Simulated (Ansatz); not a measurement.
CH₉NSiSn (`N[CH]([SiH3])[SnH3]`), relaxed with RKS PBE-D4/def2-SVP in Ansatz from a rough embedded geometry. The force threshold is 0.03 eV/Å; the program also tests the step.

Total charge 0; spin multiplicity 1. Sn takes the def2 core potential.

Start:

```xyz
13

N    -1.525    0.067    0.823
C    -0.278    0.535    0.242
Si    1.283   -0.198    1.058
Sn   -0.348    0.043   -1.850
H    -1.499    0.290    1.865
H    -1.497   -1.024    0.840
H    -0.280    1.654    0.330
H     2.409    0.373    0.398
H     1.271    0.222    2.510
H     1.251   -1.618    0.930
H    -0.294   -1.701   -1.991
H     1.161    0.677   -2.574
H    -1.655    0.680   -2.582
```

(1) How much energy does the relaxation release, and in how many steps? (Estimate.)

(2) Which bonds change most? (Estimate.)

(3) Give the relaxed structure. (Best estimate.)

Results:

(1) Ansatz gave: 9.84 kcal/mol, in 10 steps.

(2) Ansatz gave: Sn4–H13 from 1.627 to 1.728 Å; Si3–H8 from 1.425 to 1.509 Å; Si3–H10 from 1.426 to 1.509 Å; N1–H6 from 1.092 to 1.029 Å.

(3) The calculation gave: 
```xyz
13

N    -1.510   -0.081    0.819
C    -0.266    0.477    0.260
Si    1.335   -0.089    1.119
Sn   -0.327    0.047   -1.901
H    -1.657    0.245    1.785
H    -1.450   -1.107    0.874
H    -0.321    1.588    0.294
H     2.573    0.540    0.530
H     1.275    0.239    2.593
H     1.451   -1.588    0.999
H    -0.678   -1.641   -2.063
H     1.176    0.398   -2.692
H    -1.601    0.970   -2.617
```
